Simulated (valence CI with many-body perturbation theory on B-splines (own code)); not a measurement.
## Cl4+: electric-dipole lines

Level of theory: relativistic CI+MBPT: three valence electrons over a frozen Dirac-Fock core [Ne], radial functions for each j: 11 s, 11 p, 9 d, 7 f, 5 g, 2 h, 1 i, with the one-electron correlation potential Σ1 (screened to all orders), the two-electron term Σ2, the three-electron term Σ3, Breit, model QED; selected single and double excitations, second order for the rest, scaled by the run's own slope (own B-spline code, finite nucleus).

No measured levels were compared; by estimate levels hold to about 100 cm⁻¹ or 0.05 % of their energy and the worst to 300 or 400 cm⁻¹, as in measured light ions of charge 2 to 7.

Lines 51 to 100 of 274 in falling wavelength, among levels below 49.950 eV, chosen from the strongest by gf and those to the six lowest levels. Wavelengths and rates use the calculated energies, so an error of 100 cm⁻¹ moves a line at 941.7 Å by 0.094 % and its rate by three times that or more. Electric multipoles are in the length gauge, E1 and E2 with the static RPA response of the core. Weak lines are less certain than strong ones. Lines between different terms over intervals too small for the method are left out, as are lines whose strength nearly cancels. The highest levels of a list are the least certain.

Names give the largest LS component (configuration and term), which can be under half, so a name can repeat, a term be missing and a line seem to break the LS rules; names also repeat where a configuration has a term twice. Letters in brackets count levels of one name in rising energy.

```
λ vac (Å)                 Upper                 Lower   A (s⁻¹)  log gf  Branch %
    941.7       3s.3p.4p 2D_5/2  3s.3p.3d 2F°_7/2 [a]  1.05e+09   -0.08      16.9
    938.9       3s.3p.4p 2D_3/2  3s.3p.3d 2F°_5/2 [a]  1.16e+09   -0.21      19.1
    928.8  3s.3p.3d 2F°_5/2 [a]         3s2.3d 2D_3/2  1.93e+08   -0.83       3.5
    921.8         3p2.3d 4F_3/2      3s.3p.3d 4D°_1/2  4.46e+08   -0.64      12.8
    920.6         3p2.3d 4F_5/2      3s.3p.3d 4D°_3/2  4.57e+08   -0.46      13.1
    918.7  3s.3p.3d 2F°_7/2 [a]         3s2.3d 2D_5/2  2.27e+08   -0.64       4.1
    918.4         3p2.3d 4F_7/2      3s.3p.3d 4D°_5/2  5.25e+08   -0.27      15.0
    915.4           3p3 2D°_3/2         3s.3p2 2D_3/2  3.90e+08   -0.71      74.8
    914.9           3p3 2D°_5/2         3s.3p2 2D_5/2  4.29e+08   -0.49      81.3
    914.9         3p2.3d 4F_9/2      3s.3p.3d 4D°_7/2  6.46e+08   -0.09      18.4
    914.3           3p3 2D°_5/2         3s.3p2 2D_3/2  3.20e+07   -1.62       6.1
    910.4        3s2.4p 2P°_1/2         3s2.3d 2D_3/2  1.33e+09   -0.48      42.0
    907.3        3s2.4p 2P°_3/2         3s2.3d 2D_5/2  1.20e+09   -0.23      37.4
    895.2         3s.3p2 2D_3/2        3s2.3p 2P°_3/2  3.98e+07   -1.72      12.8
    894.7         3s.3p2 2D_5/2        3s2.3p 2P°_3/2  2.98e+08   -0.67     100.0
    883.4         3s.3p2 2D_3/2        3s2.3p 2P°_1/2  2.72e+08   -0.90      87.2
    853.4         3p2.3d 4D_5/2      3s.3p.3d 4D°_5/2  2.66e+08   -0.76       5.2
    852.2         3p2.3d 4D_7/2      3s.3p.3d 4D°_7/2  2.57e+08   -0.65       5.1
    839.0         3p2.3d 4D_1/2      3s.3p.3d 4P°_1/2  7.80e+08   -0.78      14.7
    838.8         3p2.3d 4D_3/2      3s.3p.3d 4P°_1/2  4.95e+08   -0.68       9.4
    836.5         3p2.3d 4D_3/2      3s.3p.3d 4P°_3/2  4.92e+08   -0.69       9.3
    835.6         3p2.3d 4D_5/2      3s.3p.3d 4P°_3/2  8.49e+08   -0.27      16.6
    832.6         3p2.3d 4D_5/2      3s.3p.3d 4P°_5/2  2.68e+08   -0.78       5.2
    832.2       3s.3p.4p 4D_7/2      3s.3p.3d 4D°_7/2  1.85e+08   -0.81       7.7
    832.1           3p3 4S°_3/2         3s.3p2 2D_3/2  7.57e+04   -4.50       0.0
    830.6         3p2.3d 4D_7/2      3s.3p.3d 4P°_5/2  1.22e+09    0.00      24.3
    806.5       3s.3p.4p 4P_3/2      3s.3p.3d 4D°_5/2  6.15e+08   -0.62      24.6
    805.5       3s.3p.4p 4P_3/2      3s.3p.3d 4D°_3/2  4.94e+08   -0.72      19.7
    803.1       3s.3p.4p 4P_5/2      3s.3p.3d 4D°_7/2  1.14e+09   -0.18      45.4
    802.4       3s.3p.4p 4P_5/2      3s.3p.3d 4D°_5/2  4.21e+08   -0.61      16.7
    792.5       3s.3p.4p 4P_1/2      3s.3p.3d 4P°_3/2  7.74e+08   -0.84      31.0
    787.9       3s.3p.4p 4P_3/2      3s.3p.3d 4P°_5/2  7.41e+08   -0.56      29.6
    783.9       3s.3p.4p 4P_5/2      3s.3p.3d 4P°_5/2  3.03e+08   -0.78      12.0
    777.9       3s.3p.4p 4S_3/2      3s.3p.3d 4P°_1/2  4.13e+08   -0.82      16.8
    776.0       3s.3p.4p 4S_3/2      3s.3p.3d 4P°_3/2  6.46e+08   -0.63      26.3
    773.4       3s.3p.4p 4S_3/2      3s.3p.3d 4P°_5/2  6.82e+08   -0.61      27.8
    752.7         3p2.3d 4F_7/2      3s.3p.3d 4F°_9/2  3.77e+08   -0.59      10.8
    751.9         3p2.3d 4F_5/2      3s.3p.3d 4F°_7/2  6.01e+08   -0.51      17.2
    751.2         3p2.3d 4F_3/2      3s.3p.3d 4F°_5/2  6.35e+08   -0.67      18.2
    749.8         3p2.3d 4F_9/2      3s.3p.3d 4F°_9/2  2.60e+09    0.34      74.2
    749.6         3p2.3d 4F_7/2      3s.3p.3d 4F°_7/2  2.07e+09    0.14      59.2
    749.5         3p2.3d 4F_3/2      3s.3p.3d 4F°_3/2  2.19e+09   -0.13      62.9
    749.5         3p2.3d 4F_5/2      3s.3p.3d 4F°_5/2  1.85e+09   -0.03      52.9
    747.8         3p2.3d 4F_5/2      3s.3p.3d 4F°_3/2  3.86e+08   -0.71      11.1
    747.1         3p2.3d 4F_7/2      3s.3p.3d 4F°_5/2  3.98e+08   -0.57      11.4
    747.0  3s.3p.3d 2F°_7/2 [b]         3s2.3d 2D_5/2  3.41e+09    0.36      22.5
    746.7      3s.3p.3d 4F°_3/2         3s.3p2 2D_3/2  1.32e+06   -3.36      45.2
    746.6         3p2.3d 4F_9/2      3s.3p.3d 4F°_7/2  2.59e+08   -0.67       7.4
    745.0  3s.3p.3d 2F°_5/2 [b]         3s2.3d 2D_3/2  3.22e+09    0.21      21.2
    737.7           3p3 2D°_3/2         3s.3p2 4P_5/2  1.84e+05   -4.22       0.0
```

Task: How does gf follow from A for the line at 737.7 Å?

Result: gf = 1.4992 × (2J+1)_upper × A / σ², with σ = 135553 cm⁻¹ and 2J+1 = 4: gf = 6.00e-05.
